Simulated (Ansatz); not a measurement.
Born–Oppenheimer molecular dynamics of GeH4NO (7 atoms, charge -1, multiplicity 1). It starts at the highest image of a converged band. Of that band: Neighbouring images differ by up to 1.8 eV, so the band resolves the path poorly. A vibrational analysis at the climbing image gives one clearly imaginary mode, 1188i cm⁻¹: a first-order saddle point.

Method: Ansatz, RKS PBE0-D4/def2-SVP.

```
ensemble                      : NVE (velocity Verlet)
time step                     : 0.5 fs
steps asked                   : 200
starting velocities drawn for : 300 K
seed                          : 9368
```

First frame:

```xyz
7
Properties=species:S:1:pos:R:3
N -1.606 -0.492 -0.439
Ge -0.393 0.550 0.273
O 1.692 -0.444 0.418
H -1.749 -0.191 -1.412
H 0.069 1.818 -0.581
H 0.674 0.093 1.372
H 1.314 -1.334 0.368
```

Question: How far do the bonds stretch over the last three quarters of this one trajectory? (Pairs bonded in most of those frames.)

Answer: 
| bond | mean (Å) | spread (Å) | shortest | longest |
| --- | --- | --- | --- | --- |
| N1–Ge2 | 1.766 | 0.030 | 1.70 | 1.81 |
| N1–H4 | 1.044 | 0.021 | 1.01 | 1.08 |
| Ge2–O3 | 2.057 | 0.255 | 1.62 | 2.38 |
| Ge2–H5 | 1.605 | 0.075 | 1.48 | 1.76 |
| Ge2–H6 | 1.625 | 0.072 | 1.50 | 1.78 |
| O3–H7 | 0.967 | 0.008 | 0.95 | 0.98 |

Mean temperature of the second half: 1624 K. The conserved energy stayed within 0.21 meV per atom of its start (net change 0.028 meV per atom), so the integration is sound. The system heated up, since it started high on the potential surface and ran downhill. A run of 0.1 ps of so small a system gives no equilibrium averages. The orbitals stay closed-shell, which can raise the energy where a bond breaks towards radicals; this wasn't checked here. Limits of this set-up: an anion without diffuse functions, the dipole of an ion depends on the origin.

Run time: 7.9 min on 1 thread of Intel(R) Xeon(R) Platinum 8375C CPU @ 2.90GHz (Ice Lake) (shared host), peak memory 0.17 GiB.
